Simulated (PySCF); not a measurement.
Species: C5H5FS (charge +1 and doublet state).
SMILES with atom numbers: `[CH2+:1][CH:2][C:3](=[C:4]=[S:5])[CH2:6][F:7]` (hydrogens: H8, H9 on C1; H10 on C2; H11, H12 on C6)

Structure used (GFN2-xTB), in Å, numbered top down from 1:
```
atom  x, y, z in Å
C1     1.9869   -0.1156    0.6395
C2     0.8597   -0.5364    0.0283
C3    -0.3687    0.1981   -0.0310
C4    -0.5205    1.4094    0.5334
S5    -0.6853    2.7857    1.1806
C6    -1.5478   -0.4093   -0.7582
F7    -1.2398   -1.6237   -1.2569
H8     2.8684   -0.7358    0.6347
H9     2.0620    0.8323    1.1483
H10    0.8425   -1.4986   -0.4685
H11   -2.4015   -0.5357   -0.0760
H12   -1.8547    0.2287   -1.6003
```

The hyperfine couplings belong to this conformer and change with its torsions.

Theory: UKS B3LYP, pcH-1 on C F H S, non-relativistic, mean-field spin-orbit, GIAO (PySCF). Geometry: GFN2-xTB, one conformer, isolated ion. Couplings are sensitive to structure, and on GFN2-xTB geometries they can be far from those on DFT ones, by a factor of two or more for some ions and for spin on atoms past the first row. Stability of the SCF solution: not tested.

The largest Mulliken spin populations are on C1 (+0.42), S5 (+0.35), C3 (+0.28) and C2 (-0.07). Three atoms exceed +0.15. The positive populations add up to 1.13 and the negative ones to -0.13, together 2S = 1.

Q: Find Q in a(H) = Q·ρ(C) for the protons on the planar carbons that carry spin.

A: 
| H | C | ρ(C) | a(H) (G) | a/ρ (G) |
| --- | --- | --- | --- | --- |
| H8 | C1 | +0.425 | -10.00 | -23.5 |
| H9 | C1 | +0.425 | -9.41 | -22.1 |

These protons share one ρ (within 0.01), so their mean ratio, Q = -22.8 G, is no test of linearity. In every row coupling and population have opposite signs.

Couplings in gauss use g_iso = 2.0025.

Hardware: one thread of an AMD EPYC, on a shared host. Cost: 87 s (with the writing of density and orbital grids), 0.91 GiB resident at most.

The SMILES draws the unpaired electron on C2; the largest computed Mulliken spin population is on C1 (0.42 against -0.07).
